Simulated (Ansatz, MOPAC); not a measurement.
Species: NaOH, net charge 0, singlet state. SMILES: [OH][Na]

Atoms: Na1, O2, H3. Bonds: Na1-O2, O2-H3.

Bond lengths (Å) and angles (degrees) optimised at PM3 with MOPAC; PM7 with MOPAC; B3LYP/6-31G* with Ansatz (a program for electronic structure), each started from the B3LYP-D3(BJ)/def2-TZVP structure (Ansatz) of the last column. A row stands for all coordinates that are equal there. 6-31G* holds six Cartesian d functions. At PM3 the structure is a saddle point. At PM7 the structure is a saddle point. At B3LYP/6-31G* the structure is a saddle point.

| coordinate | PM3 | PM7 | B3LYP/6-31G* | B3LYP-D3(BJ)/def2-TZVP |
|---|---|---|---|---|
| Na1-O2 | 2.117 | 2.011 | 1.916 | 1.932 |
| O2-H3 | 0.931 | 0.870 | 0.961 | 0.954 |
| Na1-O2-H3 | 180.0 | 180.0 | 180.0 | 180.0 |

Mean signed difference of all 2 bond lengths from B3LYP-D3(BJ)/def2-TZVP: PM3 0.081 Å, PM7 -0.003 Å, B3LYP/6-31G* -0.004 Å.
